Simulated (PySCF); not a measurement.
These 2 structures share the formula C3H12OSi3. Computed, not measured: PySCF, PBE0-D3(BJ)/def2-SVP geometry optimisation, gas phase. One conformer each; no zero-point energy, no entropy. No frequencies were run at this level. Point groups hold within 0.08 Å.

Question: Order them by energy at this level, lowest first, and give relative energies in kcal/mol.
A. `[CH2:1]=[CH:2][CH2:3][Si@H:4]([SiH3:5])[O:6][SiH3:7]` with C1–C2–C3–Si4 97°, C2–C3–Si4–Si5 60°, C3–Si4–O6–Si7 75°
B. `[SiH3:1][SiH2:2][O:3][SiH2:4][CH:5]1[CH2:6][CH2:7]1` with Si1–Si2–O3–Si4 180°, Si2–O3–Si4–C5 174°, O3–Si4–C5–C6 -152°

Answer: A (0.0), B (2.8).

As drawn, the lower has a C=C bond outside aromatic rings, which the higher lacks; the higher has a three-membered ring, which the lower lacks.

```tsv
SMILES	E (Eh)	E rel (kcal/mol)	dipole (D)	point group	A, B, C (MHz)
C=CC[Si@H]([SiH3])O[SiH3]	-1064.28836	0.0	0.91	C1	1377, 1171, 825.4
[SiH3][SiH2]O[SiH2]C1CC1	-1064.28386	2.8	0.88	C1	2936, 572.4, 503.4
```

Question: How do the relative energies change in single points at KT2/pcSseg-1 (no added dispersion term) on the same geometries?

Answer: 
```json
{"SMILES": "C=CC[Si@H]([SiH3])O[SiH3]", "PBE0-D3(BJ)/def2-SVP (kcal/mol)": "0.0", "KT2/pcSseg-1 (kcal/mol)": "0.0", "shift": "0.0"}
{"SMILES": "[SiH3][SiH2]O[SiH2]C1CC1", "PBE0-D3(BJ)/def2-SVP (kcal/mol)": "2.8", "KT2/pcSseg-1 (kcal/mol)": "4.9", "shift": "+2.1"}
```

Each column counts from its own lowest isomer. The order is unchanged; the largest shift is 2.1 kcal/mol.

Question: As an exercise, what shares would exp(−E/RT) give at 2000 K from these electronic energies alone (no entropy, no degeneracies)?

Answer: RT = 3.974 kcal/mol: C=CC[Si@H]([SiH3])O[SiH3] 67.0 %, [SiH3][SiH2]O[SiH2]C1CC1 33.0 %.
